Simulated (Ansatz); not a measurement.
Relaxation of C2H4BN (8 atoms, charge 0, multiplicity 1), to a largest force component of 0.02 eV/Å in at most 50 steps.

Level of theory: RKS r2SCAN-D4/def2-SVP (Ansatz).

```xyz
8
Properties=species:S:1:pos:R:3
B -0.450 1.035 -0.201
C 0.557 -0.077 0.045
C -0.031 -1.298 0.131
N 0.524 -0.600 1.277
H -0.809 1.345 -1.336
H -0.908 1.745 0.685
H 1.626 -0.053 -0.340
H -0.416 -2.155 -0.318
```

Question: Where does it end, and by what steps?

Answer: The forces met the threshold. After 16 steps the energy has fallen by 2.601 eV; H5 moved furthest, 0.83 Å.

| step | energy less start (eV) | largest force component (eV/Å) | accepted |
| --- | --- | --- | --- |
| 0 | 0.0000 | 7.668 | yes |
| 1 | -1.7389 | 4.164 | yes |
| 2 | -2.1234 | 5.068 | yes |
| 3 | -2.3796 | 0.535 | yes |
| 4 | -2.4975 | 0.780 | yes |
| 5 | -2.5633 | 0.572 | yes |
| 6 | -2.5788 | 0.358 | yes |
| 7 | -2.5964 | 0.184 | yes |
| 8 | -2.5996 | 0.162 | yes |
| 9 | -2.5996 | 0.083 | no |
| 10 | -2.6009 | 0.057 | yes |
| 11 | -2.6001 | 0.105 | no |
| 12 | -2.6010 | 0.045 | yes |
| 13 | -2.6011 | 0.042 | yes |
| 14 | -2.6012 | 0.070 | yes |
| 15 | -2.6012 | 0.028 | yes |
| 16 | -2.6012 | 0.003 | yes |

```xyz
8
Properties=species:S:1:pos:R:3
B -0.434 1.162 -0.284
C 0.520 -0.027 -0.156
C 0.037 -1.333 0.361
N 0.632 -0.757 1.282
H -0.290 1.969 -1.172
H -1.351 1.273 0.496
H 1.464 -0.077 -0.718
H -0.485 -2.268 0.135
```

Run time: 31 s on 2 threads of Intel(R) Xeon(R) Platinum 8259CL CPU @ 2.50GHz (Skylake/Cascade Lake), with other jobs on the host, peak memory 0.17 GiB.
